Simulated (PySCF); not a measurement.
**Basis and Hamiltonian dependence of the ionisation energy of Cu**

Cu [Ar] 3d10 4s1 (2S) → Cu⁺ [Ar] 3d10 (1S). Calculated with PySCF 2.14 from differences of total energies of unrestricted determinants, without spin-orbit coupling. Values in eV.

```csv
basis,Hamiltonian,functions,UHF,r2SCAN,PBE0,MP2 (valence),CCSD(T) (valence),CCSD(T) (valence and next inner shell)
6-31G*,non-relativistic,34,5.806,n/a,6.628,6.166,6.238,n/a
Sapporo-DKH3-DZP-2012,spin-free X2C,40,6.569,n/a,n/a,7.352,7.348,n/a
jorge-DZP-DKH,spin-free X2C,43,6.446,7.663,n/a,6.947,6.957,n/a
x2c-TZVPall,spin-free X2C,48,6.598,n/a,7.990,7.390,7.388,n/a
aug-cc-pVDZ-PP with ECP10MDF,ECP,54,6.596,8.307,7.980,7.542,7.529,n/a
aug-cc-pVDZ-DK,spin-free X2C,59,6.588,8.284,7.997,7.630,7.644,n/a
cc-pVTZ-PP with ECP10MDF,ECP,63,6.580,n/a,7.915,7.476,n/a,n/a
def2-TZVPPD,non-relativistic,67,6.441,8.039,7.771,7.292,7.280,7.299
cc-pVTZ-DK,spin-free X2C,68,6.574,8.185,7.931,7.475,n/a,n/a
"x2c-TZVPPall with one added diffuse shell each of s, p, d, f type",spin-free X2C,80,6.598,8.273,7.991,7.649,7.666,7.688
aug-cc-pVTZ-PP with ECP10MDF,ECP,88,6.585,8.285,7.941,7.642,7.653,n/a
dyall-av2z,non-relativistic,101,6.428,8.030,7.766,7.366,7.409,n/a
aug-cc-pwCVTZ-DK,spin-free X2C,127,6.583,8.257,7.969,7.658,n/a,7.699
aug-cc-pV5Z-PP with ECP10MDF,ECP,197,6.584,8.282,7.938,7.689,n/a,n/a
```

Frozen in the all-electron rows: valence: [Ar]; valence and next inner shell: [Ne]; with a core potential, the same shells as far as they lie outside it.

At UHF, 6-31G* lies more than 0.3 eV from the median of the rows with comparable relativity.

Non-relativistic rows lack the scalar-relativistic shift.

Reference for a calculation without spin-orbit coupling: 7.726 eV (measured, between term centres; NIST).
